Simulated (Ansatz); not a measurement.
The cluster Ge3O9H6 (the lowest singlet isomer of a short search), 18 atoms. Hardware: 4 threads of Intel Xeon on a shared host.

Correlated methods freeze 36 core orbitals; core or outer-core shells of Ge are correlated, in sets that lack core-valence functions.

How many basis functions does each of these Ansatz runs have, and roughly what does it cost? PBE-D4/def2-SVP, charge 1 doublet, relaxation, 30 steps; PBE-D4/def2-TZVP, charge 0 singlet, energy, from earlier orbitals; PBE-D4/def2-SVP, charge -1 doublet at the geometry of the charge 0 singlet, energy, from earlier orbitals; B3LYP-D4/def2-SVP, charge 1 doublet at the geometry of the charge 0 singlet, energy, from earlier orbitals; B97M-V/def2-TZVP, charge 0 singlet, energy, from earlier orbitals; PBE0-D4/def2-SVP, charge 1 doublet at the geometry of the charge 0 singlet, energy; PBE0-D4/def2-SVP, charge -1 doublet at the geometry of the charge 0 singlet, energy; B3LYP-D4/def2-TZVP, charge 0 singlet, energy, from earlier orbitals; MP2/def2-SVP, charge 0 singlet, energy, from earlier orbitals; r2SCAN-D4/def2-SVP, charge 0 triplet at the geometry of the charge 0 singlet, energy, from earlier orbitals; PBE0-D4/def2-SVP, charge 1 doublet, energy, from earlier orbitals; r2SCAN-D4/def2-TZVP, charge 0 singlet, energy and forces, from earlier orbitals.

Other jobs shared the machine, so times can vary by a factor of up to 3.

```tsv
run	functions	fitting or Cholesky vectors	wall time	peak host memory (GiB)
PBE-D4/def2-SVP, charge -1 doublet at the geometry of the charge 0 singlet, energy, from earlier orbitals	252	2688	25 s	0.63
PBE-D4/def2-TZVP, charge 0 singlet, energy, from earlier orbitals	459	2697	30 s	1.3
MP2/def2-SVP, charge 0 singlet, energy, from earlier orbitals	252	2414	32 s	1.1
PBE0-D4/def2-SVP, charge 1 doublet, energy, from earlier orbitals	252	2409	51 s	1.6
r2SCAN-D4/def2-TZVP, charge 0 singlet, energy and forces, from earlier orbitals	459	2697	55 s	1.4
B3LYP-D4/def2-TZVP, charge 0 singlet, energy, from earlier orbitals	459	2790	72 s	3.2
PBE0-D4/def2-SVP, charge -1 doublet at the geometry of the charge 0 singlet, energy	252	2414	72 s	1.9
B97M-V/def2-TZVP, charge 0 singlet, energy, from earlier orbitals	459	2697	83 s	1.6
B3LYP-D4/def2-SVP, charge 1 doublet at the geometry of the charge 0 singlet, energy, from earlier orbitals	252	2414	84 s	1.6
PBE0-D4/def2-SVP, charge 1 doublet at the geometry of the charge 0 singlet, energy	252	2414	2.3 min	1.9
r2SCAN-D4/def2-SVP, charge 0 triplet at the geometry of the charge 0 singlet, energy, from earlier orbitals	252	2688	2.8 min	1.4
PBE-D4/def2-SVP, charge 1 doublet, relaxation, 30 steps	252	2688	8.4 min	0.64
```
